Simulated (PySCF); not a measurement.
Species: C2H10OSi2.
Bonds: O1–C2, C2–C3, C3–Si4, C3–Si5. Hydrogens: H6 on O1; H7, H8 on C2; H9 on C3; H10, H11, H12 on Si4; H13, H14, H15 on Si5.

A linear-response calculation (PySCF, def2-SVPD basis, gas phase, vertical, core orbitals frozen in the response) gave these numbers; the functional is withheld.

Orbital energies (eV): HOMO-3 -10.87, HOMO-2 -10.52, HOMO-1 -9.93, HOMO -9.65, LUMO 0.83, LUMO+1 1.34, LUMO+2 1.46.

| state | E (eV) | f | main configurations (H = HOMO, L = LUMO) |
| --- | --- | --- | --- |
| S1 | 7.06 | 0.013 | H→L (74%), H→L+1 (13%) |
| S2 | 7.73 | 0.016 | H-1→L (91%) |
| S3 | 8.07 | 0.0044 | H→L+1 (37%), H→L+2 (17%), H-2→L (17%) |
| S4 | 8.25 | 0.040 | H-1→L+1 (32%), H-1→L+2 (30%), H-1→L+3 (13%) |
| S5 | 8.36 | 0.0094 | H-2→L (44%), H→L+4 (16%), H→L+2 (9%) |
| S6 | 8.50 | 0.0052 | H→L+4 (52%), H-2→L (12%) |

Triplets (Tamm–Dancoff): T1 6.77 eV, H→L (67%), H→L+1 (16%); T2 7.41 eV, H-1→L (82%); T3 7.75 eV, H-2→L (23%), H→L+1 (21%), H→L+2 (18%); T4 7.86 eV, H-1→L+2 (53%).

Vertical ionisation energy by ΔSCF with the same functional: 10.47 eV. Mean static polarisability: 85.3 au.

Question: Which of these was used?
A. PBE
B. HF
C. CAM-B3LYP
D. B3LYP

Answer: C. CAM-B3LYP is range-separated, 19% exact exchange at short range and 65% at long range (ω = 0.33 bohr⁻¹). In this run −ε(HOMO) = 9.65 eV differs from the ΔSCF value by -0.82 eV, and S1 differs from the orbital gap of 10.48 eV by -3.41 eV. The ratio −ε(HOMO)/IP is 0.92. Small neutral molecules mostly give 0.85 to 0.93 with CAM-B3LYP, 0.5 to 0.7 with PBE, 0.67 to 0.83 with B3LYP; with Hartree–Fock the ratio is 1 or more (Koopmans' value less the relaxation energy is the ΔSCF value). The other options: PBE, a GGA without exact exchange; HF, time-dependent Hartree–Fock, 100% exact exchange; B3LYP, a global hybrid with 20% exact exchange.

Method: TDDFT CAM-B3LYP/def2-SVPD, vertical, gas phase, core orbitals frozen in the response in PySCF. Isolated species at its PBE0-D3(BJ)/def2-SVP geometry (one conformer only).

Time: 2.7 min wall; peak memory 1.1 GiB. Hardware: Arm Neoverse V2, one thread, no GPU (shared host).

The values belong to the conformer `[OH:1][CH2:2][CH:3]([SiH3:4])[SiH3:5]`: O1–C2–C3–Si4 43°, H–O1–C2–C3 63°.

Without π bonds the low states are Rydberg-like; a valence basis with one diffuse set may place them up to an eV too high.
